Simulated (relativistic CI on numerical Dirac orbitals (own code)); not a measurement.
**W5+: resonant inelastic scattering at the L2,3 edge**

Computed with this model: Dirac-Coulomb-Breit CI, orbitals from a KLI potential per configuration, model QED, valence Slater integrals scaled by 0.8, Kramers-Heisenberg scattering through one core-hole configuration in a parametric crystal field; configurations [Xe] 4f14 5d → [He] 2s2 2p5 3s2 3p6 3d10 4s2 4p6 4d10 4f14 5s2 5p6 5d2; 10 K; core-hole width 5 eV; summed over polarisations. Incident energies are the highest absorption maxima for each field (at most a few, so the weaker spin-orbit partner edge can be absent), on the computed scale of the free ion. Intensities are in per cent of the strongest line above 0.02 eV; levels within 1 cm⁻¹ are merged; final levels count from the ground level, the first row holds all elastic scattering, lines under 0.4 are left out and each table stops after 24 rows. The scale of the Slater integrals is a model choice and moves the terms in proportion.

Field parameters in Wybourne normalisation: Td as Oh with Dq negative (B⁴₀ = 21Dq, B⁴₄ = √(5/14) B⁴₀). The field is a parameter set, without covalency.

S is read from ⟨S²⟩ = S(S + 1).

Td, 10Dq = -4450 cm⁻¹:

```tsv
Final level (eV)	Degeneracy	Irrep	S	10209.8 eV	11546.6 eV
0.000	4	Γ8	0.50	3034.2	483.5
1.038	4	Γ8	0.50	100.0	16.7
1.293	2	Γ7	0.50	35.8	0.9
```

Td, 10Dq = -10000 cm⁻¹:

| Final level (eV) | Degeneracy | Irrep | S | 10209.8 eV | 11546.8 eV |
| --- | --- | --- | --- | --- | --- |
| 0.000 | 4 | Γ8 | 0.50 | 2454.9 | 380.9 |
| 1.427 | 4 | Γ8 | 0.50 | 100.0 | 33.9 |
| 1.831 | 2 | Γ7 | 0.50 | 40.5 | 0.6 |

For the first field the strongest loss at the lowest incident energy is the level at 1.04 eV (S = 0.50, against 0.50 in the thermal ground state).
